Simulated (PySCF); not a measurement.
# Electron correlation in As (arsenic, neutral)

[Ar] 3d10 4s2 4p3, high-spin 4S determinant. Computed with PySCF 2.14 in x2c-TZVPPall with one added diffuse shell each of s, p, d type (7s6p5d1f, 57 functions), with scalar relativity by spin-free X2C-1e. Frozen: [Ar] 3d10; 5 electrons correlated.

| level | correlation energy (mhartree) |
| --- | --- |
| CCSD | -84.20 |
| (T) | -2.75 |
| CCSD(T) | -86.95 |

Diagnostics: T1 = 0.0032, D1 = 0.0080, largest double amplitude 0.033.

Task: Is a single reference adequate?

Result: Yes, within this model without spin-orbit coupling: T1 lies below 0.03 and no double amplitude reaches 0.07.
